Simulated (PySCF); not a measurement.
**Ionisation energy of Xe²⁺ by level of theory**

Xe²⁺ [Kr] 4d10 5s2 5p4 (3P) → Xe³⁺ [Kr] 4d10 5s2 5p3 (4S), as a difference of total energies. Computed with PySCF 2.14 in x2c-TZVPPall, with the spin-free X2C one-electron Hamiltonian (Gaussian nucleus). Correlated levels: valence and next inner shell: [Ar] 3d10 frozen. The calculations carry no spin-orbit coupling.

```csv
method,ionisation energy (eV)
UHF,29.301
MP2 (valence and next inner shell),30.035
SCS-MP2 (valence and next inner shell),30.034
CCSD (valence and next inner shell),30.095
CCSD(T) (valence and next inner shell),30.121
```

How much does correlation contribute at CCSD(T) (valence and next inner shell)?

30.121 − (29.301) = 0.820 eV, measured against UHF.

The reference lies between the lowest fine-structure levels, while these numbers refer to the centres of the terms.

Errors of the correlated levels include the incompleteness of this basis and the frozen core.

For comparison: 31.05 ± 0.04 eV (semi-empirical (NIST evaluation); NIST Atomic Spectra Database, ionization energies).
